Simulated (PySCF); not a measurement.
C₅H₁₄OSi₂.
SMILES with atom numbers: `[CH3:1][CH2:2][CH2:3][C@@H:4]1[CH2:5][SiH2:6][O:7][SiH2:8]1` (hydrogens: H9, H10, H11 on C1; H12, H13 on C2; H14, H15 on C3; H16 on C4; H17, H18 on C5; H19, H20 on Si6; H21, H22 on Si8)

The same species was optimised twice, with GFN2-xTB and with PBE0-D3(BJ)/def2-SVP (PySCF), and the same property calculations (PySCF, gas phase) were run on both structures.

```csv
coordinate,GFN2-xTB,PBE0-D3(BJ)/def2-SVP,change
O7–Si8 (Å),1.638,1.681,+0.043
Si6–O7 (Å),1.641,1.681,+0.040
C5–Si6 (Å),1.907,1.894,-0.013
C4–Si8 (Å),1.915,1.906,-0.009
C1–C2 (Å),1.524,1.520,-0.004
C4–C5 (Å),1.541,1.545,+0.004
C2–C3 (Å),1.526,1.523,-0.003
C3–C4 (Å),1.528,1.526,-0.002
Si6–O7–Si8 (°),119.8,115.0,-4.8
C4–Si8–O7 (°),98.7,100.7,+2.0
C3–C4–C5 (°),111.8,113.8,+2.0
C2–C3–C4 (°),112.1,113.9,+1.8
C5–Si6–O7 (°),98.5,100.1,+1.6
C1–C2–C3 (°),112.1,113.4,+1.3
C5–C4–Si8 (°),106.7,105.6,-1.1
C4–C5–Si6 (°),107.8,107.4,-0.4
C1–C2–C3–C4 (°),-179,179,-2
C2–C3–C4–C5 (°),-175,-179,-4
```

Rotational constants: A = 3308, B = 722.5, C = 621.6 MHz (GFN2-xTB) against A = 3298, B = 713.6, C = 614.0 MHz (PBE0-D3(BJ)/def2-SVP). Point groups within 0.08 Å: C1 and C1.

On the GFN2-xTB structure: HOMO (eV) -7.97 [PBE0/pcSseg-1]; LUMO (eV) 0.39 [PBE0/pcSseg-1]; dipole (D) 2.01 [PBE0/pcSseg-1]; GIAO shielding of C1 (ppm) 169.6 [PBE0/pcSseg-1]; GIAO shielding of C2 (ppm) 156.4 [PBE0/pcSseg-1]; GIAO shielding of C3 (ppm) 144.2 [PBE0/pcSseg-1]; GIAO shielding of C4 (ppm) 157.9 [PBE0/pcSseg-1]; GIAO shielding of C5 (ppm) 167.1 [PBE0/pcSseg-1]; GIAO shielding of Si6 (ppm) 352.7 [PBE0/pcSseg-1]; GIAO shielding of O7 (ppm) 300.9 [PBE0/pcSseg-1]; GIAO shielding of Si8 (ppm) 349.0 [PBE0/pcSseg-1].

Task: What do these properties become on the PBE0-D3(BJ)/def2-SVP structure?

Result: 
```csv
property,level,on GFN2-xTB,on PBE0-D3(BJ)/def2-SVP,change
HOMO (eV),PBE0/pcSseg-1,-7.97,-8.03,-0.06
LUMO (eV),PBE0/pcSseg-1,0.39,0.37,-0.02
dipole (D),PBE0/pcSseg-1,2.01,2.14,+0.13
"energy, GFN2-xTB geometry as zero (kcal/mol)",PBE0/pcSseg-1,0.0,-4.3,-4.3
GIAO shielding of C1 (ppm),PBE0/pcSseg-1,169.6,167.6,-2.0
GIAO shielding of C2 (ppm),PBE0/pcSseg-1,156.4,156.5,+0.1
GIAO shielding of C3 (ppm),PBE0/pcSseg-1,144.2,143.9,-0.3
GIAO shielding of C4 (ppm),PBE0/pcSseg-1,157.9,159.4,+1.5
GIAO shielding of C5 (ppm),PBE0/pcSseg-1,167.1,166.7,-0.4
GIAO shielding of Si6 (ppm),PBE0/pcSseg-1,352.7,350.8,-1.9
GIAO shielding of O7 (ppm),PBE0/pcSseg-1,300.9,300.3,-0.6
GIAO shielding of Si8 (ppm),PBE0/pcSseg-1,349.0,347.1,-1.9
```

The heavy atoms differ by 0.051 Å rms after alignment. Among bonds between heavy atoms O7–Si8 changes most (+0.043 Å). Changes are differences of the printed values. Neither structure is proved a minimum here.
